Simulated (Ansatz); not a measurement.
ClCuH₂O (`[OH2+][Cu-][Cl]`). The species carries charge 0 and has multiplicity 1. Correlated methods include outer-core shells of Cu, which these sets cover unevenly. Scalar relativity is left out up to krypton.

```xyz
5

O    -0.719    0.033   -0.759
Cu    0.779   -0.220    0.474
Cl    2.356   -0.473    1.794
H    -0.843    0.933   -1.075
H    -1.572   -0.273   -0.435
```

Give the diagnostics of a CCSD(T)/def2-TZVPP run (frozen core, Ansatz 0.2.0). (Estimate.)

The calculation gave: T1 = 0.0236, largest single amplitude 0.066, largest double 0.039, (T) share of the correlation energy 3.1 %, 16 CCSD cycles. The RHF solution is stable towards an unrestricted one. T1 lies over the customary mark of 0.02 for closed shells; compounds of d metals often pass it without a breakdown.
